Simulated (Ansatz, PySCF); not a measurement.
This PySCF input computes a r2SCAN/def2-TZVPD energy:

```python
from pyscf import gto, scf, dft

mol = gto.M(
    atom='''
    B     1.30897228    0.50206557   -0.07846381
    O     0.28085454   -0.14117792    0.44284922
    C    -1.01372544   -0.26060075   -0.17603904
    H     1.30147784    1.07310221   -1.13794350
    H    -1.22773705   -1.31935240   -0.31373889
    H    -1.75232109    0.17476259    0.49526752
    H    -1.03076479    0.25418756   -1.13782560
    ''',
    basis='def2-tzvpd',
    charge=0,
    spin=1,
    verbose=4,
)

mf = dft.UKS(mol, xc='r2scan').density_fit(auxbasis='def2-universal-jkfit')
mf.grids.level = 4
mf.conv_tol = 1e-9
mf.max_cycle = 100
mf.max_memory = 1500
mf.kernel()
if not mf.converged:
    mf = mf.newton()
    mf.kernel(mf.make_rdm1())
for _ in range(2):
    mo, _, stable, _ = mf.stability(return_status=True)
    if stable:
        break
    mf.kernel(mf.make_rdm1(mo, mf.mo_occ))
mf.analyze()
```

Question: Write an input for the same energy in Ansatz (a first-principles code) and say what it gives.

Answer: 
Ansatz 0.2 input:
```yaml
crystal:
  periodic: [false, false, false]
  atoms:
    - {symbol: B, position_ang: [1.30897228, 0.50206557, -0.07846381]}
    - {symbol: O, position_ang: [0.28085454, -0.14117792, 0.44284922]}
    - {symbol: C, position_ang: [-1.01372544, -0.26060075, -0.17603904]}
    - {symbol: H, position_ang: [1.30147784, 1.07310221, -1.13794350]}
    - {symbol: H, position_ang: [-1.22773705, -1.31935240, -0.31373889]}
    - {symbol: H, position_ang: [-1.75232109, 0.17476259, 0.49526752]}
    - {symbol: H, position_ang: [-1.03076479, 0.25418756, -1.13782560]}
basis:
  gaussian:
    orbitals: def2-TZVPD
hamiltonian:
  xc: {name: r2SCAN}
magnetization: {spin_polarized: true, initial_magnetization: 1}
output: {forces: true}
```
It gives -140.50732 Eh, and PySCF -140.50740 Eh, a difference of 0.08 mEh, from the treatment of integrals and grids.

It need not be the lowest isomer of its formula.
